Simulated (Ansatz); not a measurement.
InH₂Br, closed shell: a single point away from equilibrium.

in.yaml

```yaml
crystal:
  periodic: [false, false, false]
  atoms:
    - {symbol: Br, position_ang: [-1.739300, 0.712000, -1.113900]}
    - {symbol: In, position_ang: [0.056500, 0.070500, 0.076700]}
    - {symbol: H, position_ang: [0.790700, -1.731600, 0.273400]}
    - {symbol: H, position_ang: [1.064400, 1.054200, 0.973700]}
basis:
  gaussian: {orbitals: def2-TZVPP}
hamiltonian: {xc: pbe0, dispersion: d4}
output: {forces: true, orbitals: {seedname: orbitals}}
```

Run by:

```bash
ansatz run in.yaml --threads 4 --pin off --events-out ev --progress --plain --max-ram 5222MiB
```

Output of Ansatz 0.2.0:

```
Functional definition: PBE0
  name "PBE0"
  cite "Adamo & Barone, J. Chem. Phys. 110, 6158 (1999) doi:10.1063/1.478522"
  cite "Perdew, Burke & Ernzerhof, Phys. Rev. Lett. 77, 3865 (1996) doi:10.1103/PhysRevLett.77.3865"
  parent pbe
  parameter a = 0.25
  parameter kappa = 0.804
  parameter beta = 0.06672455060314922
  exchange = (1 - a)*pbe_x(kappa = kappa, mu = beta*pi^2/3) + a*exact_x
  correlation = pbe_c(beta = beta)
1012 factors; their error is unknown
mean field evaluation 1: about -75243.6400 eV, gradient 1.6e1 eV
mean field evaluation 2: about -75243.9248 eV, gradient 1.4e1 eV
mean field evaluation 4: about -75244.3255 eV, gradient 3.8e-1 eV
mean field evaluation 8: about -75244.8044 eV, gradient 4.6e-1 eV
mean field evaluation 16: about -75244.8046 eV, gradient 5.2e-5 eV
mean field -75244.80463015 eV, -2765.1955673975 hartree, gradient 5.2e-5 eV, S^2 0.000000; 0 other end points of the search recorded, 0 dependent functions left out
the calculation of the forces begins
reference -75244.80466380 eV, -2765.1955686340 hartree; 29, 29 occupied and 97, 97 virtual orbitals, 1012 factors
Total energy: -75244.85947151 eV, -2765.1975827806 hartree
Atom 0 at    -1.739300     0.712000    -1.113900 Å, force    -2.932660     0.956330    -1.953067 eV/Å
Atom 1 at     0.056500     0.070500     0.076700 Å, force     3.622932    -3.101556     2.040548 eV/Å
Atom 2 at     0.790700    -1.731600     0.273400 Å, force    -0.937815     1.434245    -0.402113 eV/Å
Atom 3 at     1.064400     1.054200     0.973700 Å, force     0.247543     0.710981     0.314632 eV/Å
Dipole moment:     0.030957     0.096870     0.045940 e Å
```

The lines “mean field evaluation” count trial sets of orbitals through the whole run, from several starts and some on an approximate energy, so they need not fall steadily or lie above the final value.

Hardware: 4 CPU threads of an Intel Xeon 6975P-C, shared host. Wall time about 0.7 s.
